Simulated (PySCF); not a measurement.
Fill in the blanks.

Species: C3H10B3N3.
SMILES: `C1C(N2BNBNB2)C1`

```tsv
property	level	value
point group	PBE0-D3(BJ)/def2-SVP	Cs
rotational constants A, B, C	PBE0-D3(BJ)/def2-SVP	3.918, 1.121, 0.917 GHz
dipole moment	B3LYP/def2-SVPD	0.04 D
HOMO energy	B3LYP/def2-SVPD	?
LUMO energy	B3LYP/def2-SVPD	-0.06 eV
lowest singlet excitation	TDDFT B3LYP/def2-SVPD	6.28 eV (197 nm, f = 0.009)
strongest line among the 10 lowest singlet transitions	TDDFT B3LYP/def2-SVPD	S10 at 7.44 eV (167 nm, f = 0.201)
lowest triplet excitation (Tamm–Dancoff)	TDA B3LYP/def2-SVPD	5.72 eV
static isotropic polarisability	B3LYP/def2-SVPD	?
vertical ionisation energy	ΔSCF B3LYP/def2-SVPD	9.19 eV
electronic spatial extent ⟨r²⟩ about the centre of nuclear charge	B3LYP/def2-SVPD	?
13C chemical shifts (computed TMS as zero) by class	GIAO PBE0/pcSseg-1	34.2 (1 C), 10.8 (2 C) ppm
1H chemical shifts (computed TMS as zero) by class	GIAO PBE0/pcSseg-1	5.61 (2 H), 4.98 (2 H), 4.70 (1 H), 2.81 (1 H), 0.76 (2 H), 0.49 (2 H) ppm
isotropic shieldings of nuclei other than C and H, by class	GIAO PBE0/pcSseg-1	70 (2 B), 73 (1 B), 99 (1 N), 120 (2 N) ppm
core binding energies	ΔSCF SCAN, pcX-2 on the ionised atom, pcseg-1 elsewhere, spin-free X2C	B1s 195.5 (×2), B1s 195.6, C1s 290.5 (×2), C1s 291.3, N1s 404.4, N1s 404.5 (×2) eV
```

Electronic properties: PySCF, gas phase, density fitting. Isolated species at its PBE0-D3(BJ)/def2-SVP geometry (one conformer only).

Q: Give the static isotropic polarisability.

A: 94.5 au.

Q: The electronic spatial extent ⟨r²⟩ about the centre of nuclear charge?

A: 1278 bohr².

Q: The HOMO energy?

A: -7.27 eV.

The rotational constants make it an asymmetric top with κ = (2B − A − C)/(A − C) = -0.86, nearer the prolate limit (−1). The principal polarisabilities are 69.7, 97.7 and 116.2 au; their mean is the isotropic value. The ΔSCF ionisation energy exceeds −ε(HOMO) by 1.92 eV with B3LYP.

For the core-ionisation job (SCAN ΔSCF), on one thread, Arm Neoverse V1 (aarch64), on a shared host, this took 1.7 min wall and 0.79 GiB of memory at its peak.
